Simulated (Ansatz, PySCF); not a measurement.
F₄Nb, charge +1, multiplicity 1. Atoms are numbered in the order given.

```xyz
5

Nb     0.0000     0.0000     0.0000
F     -1.0377     1.0377    -1.0377
F      1.0377     1.0377     1.0377
F      1.0377    -1.0377    -1.0377
F     -1.0377    -1.0377     1.0377
```
Charge +1, spin multiplicity 1.

Coordinates come from a B3LYP-D3(BJ)/def2-SVP optimisation. The spin state was assumed, not searched. The isomer is the one that the SMILES or the coordinates give; other isomers of the formula were not compared. The def2 effective core potentials stand for the cores of Nb; spin–orbit coupling is left out.

Vertical ionisation energy (IE) and electron affinity (EA) in eV. Rows of orbital energies are one-electron estimates. Where ΔSCF, EOM or ADC give a negative EA the extra electron is unbound and the value depends on the basis.

```csv
level,IE,EA
"−ε(HOMO), −ε(LUMO), M06-2X/def2-TZVPD (PySCF)",21.81,9.16
"ΔSCF, CAM-B3LYP/def2-SVPD (Ansatz), final states of multiplicity 2 and 2",22.67,7.86
```

### Question
What vertical singlet–triplet gap does ΔSCF give with CAM-B3LYP/def2-SVPD (Ansatz, a quantum-chemistry and plane-wave program)? (The exact figures need the calculation; the answer reports its results.)

### Answer
7.46 eV (triplet above singlet where positive).
